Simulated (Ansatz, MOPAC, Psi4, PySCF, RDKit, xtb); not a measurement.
Dimer: CH3F (SMILES CF) (first 5 atoms) with CH6Si (SMILES C[SiH3]); geometry from B3LYP-D3(BJ)/def2-TZVP, rigid monomers moved along the line of their centres of mass till F2···Si7 is 3.77 Å.
(charge 0, multiplicity 1):
```xyz
13

C     -0.68172     0.49251    -0.30166
F      0.31606    -0.27143     0.29946
H     -0.48881     0.53151    -1.37407
H     -1.64547     0.02295    -0.10493
H     -0.65736     1.49457     0.12639
C      1.09877    -0.99955     4.02050
Si    -0.30453     0.24000     3.98197
H      1.96375    -0.59088     4.54616
H      1.40152    -1.25592     3.00511
H      0.79457    -1.91471     4.53189
H     -0.72532     0.59580     5.36126
H     -1.48866    -0.30961     3.27726
H      0.10129     1.49194     3.29745
```

```tsv
level	interaction energy (kcal/mol)	cost
MMFF94	-1.15	-
UFF	-1.04	-
GFN-FF	-0.75	-
AM1	0.24	-
PM3	0.56	-
PM6	-0.12	-
PM7	-0.66	-
GFN1-xTB	-1.42	-
GFN2-xTB	-1.30	-
HF/STO-3G (no counterpoise)	-0.25	-
HF/3-21G (no counterpoise)	-2.94	-
HF/6-31G*	-0.58	-
HF/6-31G* (no counterpoise)	-1.72	-
HF/aug-cc-pV(D+d)Z	-0.59	-
PBE/def2-TZVPPD	-0.94	×1
PBE-D3(BJ)/def2-TZVPPD	-1.67	×1
PBE-D4/def2-TZVPPD	-1.66	×1
BP86/6-31G* (no counterpoise)	-1.58	-
r2SCAN/def2-TZVPPD	-1.18	×1
r2SCAN-D3(BJ)/def2-TZVPPD	-1.57	×1
r2SCAN-D4/def2-TZVPPD	-1.52	×1
B3LYP/3-21G (no counterpoise)	-3.59	-
B3LYP/6-31G*	-0.43	-
B3LYP/6-31G* (no counterpoise)	-2.18	-
B3LYP/6-311+G** (no counterpoise)	-0.59	-
B3LYP-D3(BJ)/def2-TZVPPD	-1.50	×1
B3LYP-D4/def2-TZVPPD	-1.44	×1
PBE0/def2-TZVPPD	-0.88	×1
PBE0-D3(BJ)/def2-TZVPPD	-1.62	×1
PBE0-D4/def2-TZVPPD	-1.59	×1
M06-2X/6-31G* (no counterpoise)	-2.70	-
wB97X-V/def2-TZVPPD	-1.62	×3
wB97M-V/def2-TZVPPD	-1.54	×3
MP2/6-31G*	-0.89	-
MP2/6-31G* (no counterpoise)	-2.64	-
MP2/aug-cc-pV(D+d)Z	-1.40	-
SCS-MP2/aug-cc-pV(D+d)Z	-1.19	-
CCSD/aug-cc-pV(D+d)Z	-1.33	-
CCSD(T)/aug-cc-pV(D+d)Z	-1.45	×20
SAPT0/jun-cc-pV(D+d)Z	-1.30	-
```

The rows run from -3.59 (B3LYP/3-21G (no counterpoise)) to 0.56 kcal/mol (PM3). In aug-cc-pV(D+d)Z the value moves HF -0.59, MP2 -1.40, CCSD -1.33, CCSD(T) -1.45, a shift of -0.85 from HF to CCSD(T). The dispersion term adds -0.73 in PBE-D3(BJ), -0.72 in PBE-D4, -0.38 in r2SCAN-D3(BJ). The 5 functionals in def2-TZVPPD without D3 or D4 span 0.74, from wB97X-V to PBE0.

Counterpoise-corrected where a basis set is named; no monomer relaxation. Rows marked so take none. RDKit's UFF carries no charges.

Correlated levels freeze the cores. Rows in 3-21G, 6-311+G**, 6-31G*, STO-3G carry no dispersion term and start afresh at each structure (6-31G* with six Cartesian d functions). MP2/6-31G* freezes PySCF's default core. The state that AM1, PM3, PM6, PM7 reach isn't checked; PM7 holds dispersion and hydrogen-bond terms.

Programs: Ansatz (Gaussian basis) for Hartree–Fock, density functionals and correlated methods; MOPAC for AM1, PM3, PM6, PM7 (differences of heats of formation); Psi4 for SAPT; PySCF for 3-21G rows, 6-311+G** rows, 6-31G* rows, STO-3G rows, the dispersion terms; RDKit for the force fields; xtb for the GFN methods. Each number belongs to the level named beside it.

Costs are rough ratios of core time to PBE/def2-TZVPPD (about 11 s over the structures, on one shared machine); a dash marks a level with no comparable run of its own.

Ansatz is a quantum-chemistry and plane-wave program.
